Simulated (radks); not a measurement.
Results of a calculation; reference values are marked as such.
Ni3+, configuration [Ar] 3d7 (the NIST ground configuration).

Code: a radial shooting solver on a logarithmic mesh with Libxc functionals. Model: scalar-relativistic Kohn-Sham, PBE, spin-polarised, spherical densities, finite nucleus; open shells are filled with parallel spins first; Fermi nuclear charge, rms radius 3.7757 fm.

Energy parts (hartree):
| part | energy |
|---|---|
| total | -1518.26856 |
| kinetic | 1539.44227 |
| electron-nucleus | -3607.96842 |
| Hartree | 612.53996 |
| exchange-correlation | -62.28238 |

Orbitals (lengths in bohr, moments of r in powers of bohr; r(max) is where P^2 peaks; r(90%) holds 90 % of the orbital's charge):
| orbital | occ. | eigenvalue (hartree) | <r^4> | <r> | r(max) | r(90%) |
|---|---|---|---|---|---|---|
| 1s up | 1 | -303.2611 | 0.00003984 | 0.05409 | 0.03540 | 0.0966 |
| 1s down | 1 | -303.2613 | 0.00003983 | 0.05409 | 0.03540 | 0.0966 |
| 2s up | 1 | -37.58682 | 0.008746 | 0.2451 | 0.2046 | 0.380 |
| 2s down | 1 | -37.52006 | 0.008700 | 0.2448 | 0.2045 | 0.379 |
| 2p up | 3 | -32.53843 | 0.006579 | 0.2155 | 0.1649 | 0.353 |
| 2p down | 3 | -32.48823 | 0.006533 | 0.2151 | 0.1648 | 0.352 |
| 3s up | 1 | -5.59026 | 0.6232 | 0.7346 | 0.6380 | 1.10 |
| 3s down | 1 | -5.45495 | 0.6331 | 0.7368 | 0.6388 | 1.10 |
| 3p up | 3 | -4.12395 | 0.8304 | 0.7678 | 0.6445 | 1.18 |
| 3p down | 3 | -3.99117 | 0.8535 | 0.7716 | 0.6458 | 1.19 |
| 3d up | 5 | -1.78282 | 2.279 | 0.8877 | 0.6176 | 1.50 |
| 3d down | 2 | -1.65678 | 2.601 | 0.9091 | 0.6230 | 1.54 |

The highest occupied level is 3d down at -45.083 eV. The density falls to 0.001 e/bohr^3 at r = 2.68 bohr. Spin moment in Bohr magnetons: 3.
